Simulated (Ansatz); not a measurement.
`[OH][GaH][GeH3]` + H₂Se → `[OH][GaH][SeH]` + GeH₄  (cleavage of the Ga–Ge bond)

Gas-phase electronic energies from Ansatz, PBE0-D4/def2-TZVP geometries. CCSD(T)/CBS adds triple-zeta CCSD(T) − MP2 to the extrapolated MP2 energy (def2 sets, frozen cores). Functionals use def2-TZVPP. For Ga, Ge, Se outer-core shells are correlated without core-valence functions, which leaves a few kJ/mol of doubt a bond. Scalar relativity is left out up to krypton. Each species was taken in one conformer, which may not be the lowest.

```tsv
species	revPBE-D4 energy (Eh)
`[OH][GaH][GeH3]`	-4079.83579
H₂Se	-2402.55514
`[OH][GaH][SeH]`	-4403.18293
GeH₄	-2079.23240
```

**Question.** Work out ΔE.

**Answer.** ΔE = (-4403.18293) + (-2079.23240) − (-4079.83579) − (-2402.55514) = -0.02440 Eh = -15.3 kcal/mol. CCSD(T)/CBS gives -16.8 kcal/mol.

Largest T1 diagnostic among the species: 0.014.

In def2-TZVPP, CCSD(T) changes the Hartree–Fock value by +3.0 kcal/mol (the triples alone add +0.0 kcal/mol) and MP2 by +1.7 kcal/mol. From PBE to PBE0 (25 % exact exchange), in def2-TZVPP and without D4, ΔE moves by −1.1 kcal/mol.
